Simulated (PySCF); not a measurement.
Circular dichroism: SMILES CN(C)C(=C=CC#N)C#N, C7H7N3

Geometry:
```json
{"atom": "C1", "x (Å)": "-2.452", "y (Å)": "0.084", "z (Å)": "-0.601"}
{"atom": "N2", "x (Å)": "-1.279", "y (Å)": "0.083", "z (Å)": "0.243"}
{"atom": "C3", "x (Å)": "-0.953", "y (Å)": "-1.159", "z (Å)": "0.894"}
{"atom": "C4", "x (Å)": "-0.212", "y (Å)": "0.895", "z (Å)": "-0.085"}
{"atom": "C5", "x (Å)": "1.067", "y (Å)": "0.644", "z (Å)": "0.184"}
{"atom": "C6", "x (Å)": "2.332", "y (Å)": "0.463", "z (Å)": "0.492"}
{"atom": "C7", "x (Å)": "3.270", "y (Å)": "-0.142", "z (Å)": "-0.406"}
{"atom": "N8", "x (Å)": "4.045", "y (Å)": "-0.636", "z (Å)": "-1.113"}
{"atom": "C9", "x (Å)": "-0.495", "y (Å)": "2.153", "z (Å)": "-0.730"}
{"atom": "N10", "x (Å)": "-0.717", "y (Å)": "3.162", "z (Å)": "-1.253"}
{"atom": "H11", "x (Å)": "-2.338", "y (Å)": "-0.565", "z (Å)": "-1.490"}
{"atom": "H12", "x (Å)": "-2.673", "y (Å)": "1.104", "z (Å)": "-0.944"}
{"atom": "H13", "x (Å)": "-3.315", "y (Å)": "-0.272", "z (Å)": "-0.020"}
{"atom": "H14", "x (Å)": "-0.270", "y (Å)": "-0.971", "z (Å)": "1.736"}
{"atom": "H15", "x (Å)": "-1.872", "y (Å)": "-1.614", "z (Å)": "1.288"}
{"atom": "H16", "x (Å)": "-0.464", "y (Å)": "-1.883", "z (Å)": "0.214"}
{"atom": "H17", "x (Å)": "2.733", "y (Å)": "0.767", "z (Å)": "1.471"}
```

Method used: TDDFT CAM-B3LYP/aug-cc-pVDZ circular dichroism and optical rotation, one conformer, IEF-PCM dichloromethane (non-equilibrium linear response, no local-field factor) (PySCF). Geometry: PBE0-D3(BJ)/def2-SVP.

No stereocentre is labelled: unless the shape is locked (an allene, a helicene, a hindered biaryl), the mirror image is equally populated and a measured rotation or CD is zero.

Q: List the lowest 12 singlet excitations with oscillator and rotatory strengths.

A: Rotatory strengths R in 10⁻⁴⁰ esu² cm², velocity form and length form (origin at the centre of mass); f in length form.
| state | E (eV) | λ (nm) | f | R (velocity) | R (length) | main |
| --- | --- | --- | --- | --- | --- | --- |
| 1 | 3.44 | 361 | 0.003 | +25.0 | +24.5 | HOMO→LUMO 0.95 |
| 2 | 4.76 | 260 | 0.422 | -53.2 | -54.2 | HOMO→LUMO+1 0.95 |
| 3 | 5.61 | 221 | 0.013 | -6.3 | -6.3 | HOMO→LUMO+2 0.83 |
| 4 | 5.88 | 211 | 0.0004 | -3.0 | -3.0 | HOMO−1→LUMO+1 0.90 |
| 5 | 6.07 | 204 | 0.493 | -84.8 | -86.1 | HOMO−1→LUMO 0.81 |
| 6 | 6.26 | 198 | 0.010 | +6.1 | +6.4 | HOMO→LUMO+8 0.26, HOMO→LUMO+9 0.23 |
| 7 | 6.35 | 195 | 0.015 | +6.1 | +6.1 | HOMO→LUMO+3 0.64, HOMO−2→LUMO 0.17 |
| 8 | 6.37 | 194 | 0.024 | +10.3 | +10.6 | HOMO−2→LUMO 0.52, HOMO→LUMO+3 0.19 |
| 9 | 6.56 | 189 | 0.0005 | 0.0 | 0.0 | HOMO→LUMO+4 0.87 |
| 10 | 6.58 | 188 | 0.066 | +8.1 | +8.4 | HOMO→LUMO+5 0.83 |
| 11 | 6.67 | 186 | 0.003 | +8.7 | +8.8 | HOMO−3→LUMO 0.85 |
| 12 | 6.86 | 181 | 0.199 | -11.9 | -12.0 | HOMO−2→LUMO+1 0.74, HOMO−4→LUMO 0.08 |

Among the states computed, the strongest CD band (largest |R|) is state 5. The largest dissymmetry factor in size, g = 4R/(D+G), with D and G the electric and magnetic dipole strengths, is -0.068 for state 4 (velocity form, f = 0.0004), among bands with |R| over 0.5. The mirror image has the same energies and oscillator strengths and all R with the opposite sign.
